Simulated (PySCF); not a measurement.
Species: C8H11 (charge +1).
Z-matrix (Å and degrees, GFN2-xTB geometry), rows numbered from 1:
```
C 
C   1  1.3811
C   2  1.4585  1  111.15
C   3  1.5308  2  104.63  1    -1.27
C   4  1.5438  3  114.16  2  -116.06
C   5  1.5002  4  118.83  3   -86.48
C   5  1.4954  4  120.15  3  -156.68
C   1  1.3838  2  108.85  3    -0.58
H   1  1.0757  2  125.62  3   179.87
H   2  1.0785  1  125.30  3   179.89
H   3  1.0955  2  111.43  1  -123.89
H   3  1.0968  2  110.65  1   120.97
H   4  1.0946  3  112.53  2   123.20
H   5  1.0824  4  112.52  3    57.72
H   6  1.0787  5  118.81  7   107.63
H   6  1.0788  5  117.60  7  -109.18
H   7  1.0787  5  118.92  6  -107.37
H   7  1.0782  5  117.93  6   108.94
H   8  1.0783  1  125.39  2   179.42
```

The calculation used PySCF 2.14.0, density-fitted response routines, TDDFT PBE0/def2-SVPD, vertical, gas phase, core orbitals frozen in the response.

Frontier orbitals with the atoms that hold most of them (Löwdin shares over 4%, at most four atoms; ? is withheld):

```csv
orbital,ε (eV),atoms
LUMO+2,-3.22,"C2 16%, C3 12%, C1 12%, C8 10%"
LUMO+1,-4.46,"C1 37%, C2 18%, C8 17%, H9 6%"
LUMO,-8.48,"C8 32%, C2 32%, C1 10%, C3 5%"
HOMO,-12.49,?
HOMO-1,-12.57,?
HOMO-2,-14.04,"C7 28%, C6 21%, H17 12%, H18 12%"
HOMO-3,-14.10,"C1 18%, C5 15%, C4 12%, C2 12%"
```

Problem. Give the leading atoms of the HOMO.

Solution. C6 (bonded to 2 C and 2 H) 36%; C5 (bonded to 3 C and H) 23%; C7 (bonded to 2 C and 2 H) 17%.

Problem. Give the leading atoms of the HOMO-1.

Solution. C7 (bonded to 2 C and 2 H) 35%; C5 (bonded to 3 C and H) 26%; C6 (bonded to 2 C and 2 H) 16%.

Problem. The HOMO–LUMO gap is 4.00 eV. Where does the response calculation put the lowest singlet, and from which orbitals?

Solution. S1 is at 2.90 eV (f = 0.0089), 1.11 eV below the gap, made of HOMO-1→LUMO (65%), HOMO→LUMO (34%). Its leading pair isn't HOMO and LUMO; the energies of that pair differ by 4.08 eV. Without the coupling terms of the response equations the lowest excitation would equal the gap.

Next come S2 at 3.08 eV (f 0.022), HOMO→LUMO (65%), HOMO-1→LUMO (35%); S3 at 4.66 eV (f 0.0036), HOMO-2→LUMO (96%); S4 at 4.76 eV (f 0.105), HOMO-3→LUMO (82%), HOMO-4→LUMO (14%); S5 at 5.46 eV (f 0.107), HOMO-4→LUMO (75%), HOMO-3→LUMO (13%).

Löwdin shares depend on the basis, the more so with diffuse functions.

The run took 49 s of wall time on Arm Neoverse V1, one thread, on a shared host, and the process peaked at 1.0 GiB of memory.

One conformer stands for the species.
